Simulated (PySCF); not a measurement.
## Radial density of Pb²⁺ (lead, charge +2)

UHF, [Xe] 4f14 5d10 6s1 6p1, high-spin 3P determinant (an excited configuration). Computed with PySCF 2.14 in cc-pVTZ-PP with ECP60MDF (5s4p3d1f, 39 functions), with scalar relativity through the core potential. This is the valence pseudo-density: the core potential removes the inner electrons and smooths the orbitals near the nucleus.

| r (bohr) | 4πr²ρ (e/bohr) | 4πr²(ρα − ρβ) |
| --- | --- | --- |
| 0.0194 | 1.651e-05 | 0.0000 |
| 0.0326 | 3.251e-05 | 0.0000 |
| 0.0549 | 5.135e-05 | 0.0000 |
| 0.0924 | 0.0001753 | 0.0000 |
| 0.155 | 0.001749 | 0.0000 |
| 0.261 | 0.03649 | 0.0008 |
| 0.439 | 1.466 | 0.0426 |
| 0.739 | 16.74 | 0.1669 |
| 1.24 | 14.47 | 0.0606 |
| 2.09 | 2.860 | 1.1016 |
| 3.52 | 0.3913 | 0.3630 |
| 5.92 | 0.007858 | 0.0078 |
| 9.95 | 0.0004482 | 0.0004 |

Energies and moments cover only the electrons outside the core potential. Spin-orbit coupling, absent here, splits the open shell strongly.
